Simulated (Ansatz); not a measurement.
Isolated molecules relaxed with PBE0-D4/def2-TZVP in Ansatz; ΔE leaves out vibrations. CCSD(T)/CBS is the MP2 limit (def2-TZVPP, def2-QZVPP) plus CCSD(T) − MP2 in def2-TZVPP, frozen cores. This one scheme is used for every species. DFT in def2-TZVPP. HSE06 is defined as in plane-wave codes.

Reaction (hydrogenolysis of a C–B bond): `BC(C)(C)F` + H₂ → `CC(C)F` + BH₃

`BC(C)(C)F`:

```xyz
13

B    -1.447    0.666   -0.048
C    -0.030    0.097   -0.380
C     1.041    0.847    0.401
C     0.027   -1.399   -0.098
F     0.275    0.262   -1.746
H    -1.838    0.589    1.080
H    -2.128    1.169   -0.890
H     1.025    1.915    0.171
H     2.025    0.456    0.127
H     0.899    0.721    1.475
H    -0.716   -1.943   -0.686
H    -0.150   -1.602    0.960
H     1.017   -1.778   -0.368
```

H₂:

Cartesian coordinates in Å:
```
H -0.251 0.269 -0.062
H 0.251 -0.269 0.062
```

`CC(C)F`:

Cartesian coordinates in Å:
```
C -0.335 -1.081 -0.613
C 0.414 -0.197 0.351
C -0.066 1.232 0.367
F 1.763 -0.201 -0.011
H 0.085 -2.088 -0.616
H -1.387 -1.148 -0.326
H -0.278 -0.675 -1.626
H 0.373 -0.620 1.361
H -0.005 1.665 -0.634
H 0.542 1.834 1.045
H -1.105 1.279 0.702
```

BH₃:

```xyz
4

B     0.000    0.000    0.000
H     1.171   -0.063    0.219
H    -0.516    1.060   -0.187
H    -0.656   -0.997   -0.032
```

```csv
level,ΔE (kJ/mol),difference from CCSD(T)/CBS
PBE-D4,-16.6,8.7
PBE0-D4,-23.8,1.5
HSE06-D4,-23.9,1.4
ωB97M-V,-24.2,1.1
r2SCAN,-21.0,4.3
BHLYP,-40.9,-15.6
HF/def2-SVP,-57.2,-31.9
HF/def2-TZVPP,-56.7,-31.4
CCSD(T)/def2-TZVPP,-27.9,-2.6
HF/def2-QZVPP,-56.8,-31.5
CCSD(T)/CBS,-25.3,0
```

(1) What do rigid-rotor, harmonic-oscillator terms from PBE0-D4/def2-TZVP frequencies (298.15 K, 1 bar) make of the CCSD(T)/CBS value? (Best estimate.)

Largest T1 diagnostic among the species: 0.010.

## Answers

(1) Ansatz gave: ΔZPE = +17.9 kJ/mol, ΔH = -10.9 kJ/mol, ΔS = 17 J/(mol·K), ΔG = -16.1 kJ/mol.

From PBE to PBE0 (25 % exact exchange), in def2-TZVPP and without D4, ΔE moves by −6.3 kJ/mol. In def2-TZVPP, CCSD(T) changes the Hartree–Fock value by +28.8 kJ/mol (the triples alone add +5.4 kJ/mol) and MP2 by +32.3 kJ/mol.
